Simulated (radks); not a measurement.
Q: Ni3+, 25 electrons, occupied as [Ar] 3d7. Method: scalar-relativistic Kohn-Sham, LDA (Slater exchange, Perdew-Wang correlation), spin-polarised, spherical densities, finite nucleus; open shells are filled with parallel spins first; Fermi nuclear charge, rms radius 3.7757 fm; computed with a radial shooting solver on a logarithmic mesh with Libxc functionals. Some entries of the table are withheld. Estimate them.

orbital,occ.,eigenvalue (eV),<1/r> (bohr^-1),<r> (bohr)
1s up,1,-8235.163,28.04,0.05418
1s down,1,-8235.143,28.05,0.05417
2s up,1,-1020.914,6.054,0.2456
2s down,1,-1018.982,6.061,0.2453
2p up,3,-885.0182,5.949,0.2157
2p down,3,-883.5309,5.956,0.2154
3s up,1,-151.5632,(1),0.7360
3s down,1,-148.0108,(2),0.7384
3p up,3,-112.0888,1.793,(3)
3p down,3,-108.6237,1.783,(4)
3d up,5,-48.7690,1.468,(5)
3d down,2,-45.5021,1.444,(6)

A: 
(1) 3s up <1/r> (bohr^-1): 1.932
(2) 3s down <1/r> (bohr^-1): 1.924
(3) 3p up <r> (bohr): 0.7686
(4) 3p down <r> (bohr): 0.7726
(5) 3d up <r> (bohr): 0.8872
(6) 3d down <r> (bohr): 0.9081
